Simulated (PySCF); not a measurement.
A series of related molecules.

All values: B3LYP/def2-SVPD (PySCF) at PBE0-D3(BJ)/def2-SVP geometries, gas phase, one conformer each. Core orbitals are frozen in the response; Δα² is half the sum of the squared differences of the principal polarisabilities. Atoms past krypton carry effective core potentials. The calculation is non-relativistic apart from the core potentials, for selenium and bromine too.

Question: Rank by polarisability anisotropy Δα, highest first.
A. CdMe(CN) (`[CH3][Cd][C]#N`)
B. CdMe(SiH3) (`[CH3][Cd][SiH3]`)
C. CdMe(CCH) (`C#[C][Cd][CH3]`)
D. CdMe(NH2) (`[CH3][Cd][NH2]`)
E. CdMeBr (`[CH3][Cd][Br]`)
F. CdMeF (`[CH3][Cd][F]`)

Answer: B (8.29 Å³), C (8.00 Å³), E (7.37 Å³), A (6.32 Å³), D (5.02 Å³), F (3.63 Å³).

Question: Rank by dipole moment, lowest first.
A. CdMeF (`[CH3][Cd][F]`)
B. CdMeEt (`C[CH2][Cd][CH3]`)
C. CdMeH (`[H][Cd][CH3]`)
D. CdMe(CN) (`[CH3][Cd][C]#N`)
E. CdMe(OMe) (`C[O][Cd][CH3]`)
F. CdMe(SiH3) (`[CH3][Cd][SiH3]`)

Answer: B (0.17 D), C (0.47 D), F (0.86 D), E (2.17 D), A (3.47 D), D (4.81 D).

Question: Rank by HOMO energy, highest first.
A. CdMeH, `[H][Cd][CH3]`
B. CdMe(CF3), `[CH3][Cd][C](F)(F)F`
C. CdMe(NH2), `[CH3][Cd][NH2]`
D. CdMe(SMe), `C[S][Cd][CH3]`
E. CdMeF, `[CH3][Cd][F]`
F. CdMe(SiH3), `[CH3][Cd][SiH3]`

Answer: D (-6.14 eV), C (-6.26 eV), F (-6.60 eV), A (-7.09 eV), B (-7.54 eV), E (-8.38 eV).

All values together:

```
             SMILES   formula  μ (D)  HOMO (eV)  LUMO (eV)  α (Å³)  Δα (Å³)  electrons  α per electron (Å³)  ΔSCF removal energy (eV)
       [H][Cd][CH3]     CH4Cd   0.47      -7.09      -0.67    7.11     3.83         58                0.123                      9.50
    [CH3][Cd][SiH3]   CH6CdSi   0.86      -6.60      -1.04   12.34     8.29         74                0.167                      8.67
    C[CH2][Cd][CH3]    C3H8Cd   0.17      -6.34      -0.43   11.05     6.64         74                0.149                      8.42
     [CH3][Cd][C]#N   C2H3CdN   4.81      -8.34      -1.41    8.45     6.32         70                0.121                     10.61
      C[S][Cd][CH3]   C2H6CdS   2.04      -6.14      -0.94   12.51     7.85         82                0.153                      8.43
     C#[C][Cd][CH3]    C3H4Cd   0.90      -7.39      -0.83    9.76     8.00         70                0.139                     10.04
      C[O][Cd][CH3]   C2H6CdO   2.17      -6.60      -0.89    9.49     6.03         74                0.128                      9.02
[CH3][Cd][C](F)(F)F  C2H3CdF3   3.08      -7.54      -1.02    9.02     5.06         90                0.100                      9.76
      [CH3][Cd][Br]   CH3BrCd   3.08      -7.64      -1.30   10.35     7.37         92                0.113                         –
       [CH3][Cd][F]    CH3CdF   3.47      -8.38      -1.20    6.43     3.63         66                0.097                     10.91
     [CH3][Cd][NH2]    CH5CdN   1.08      -6.26      -0.50    8.28     5.02         66                0.126                      8.69
     C[Se][Cd][CH3]  C2H6CdSe   1.86      -5.91      -1.05   13.89     8.63        100                0.139                      8.18
```

A dash marks a removal energy that wasn't run or isn't settled.

Q: By how much does the ΔSCF value exceed −ε(HOMO) over the species that have both?

A: By 2.07 to 2.65 eV, 2.33 eV on average, over 11 species.
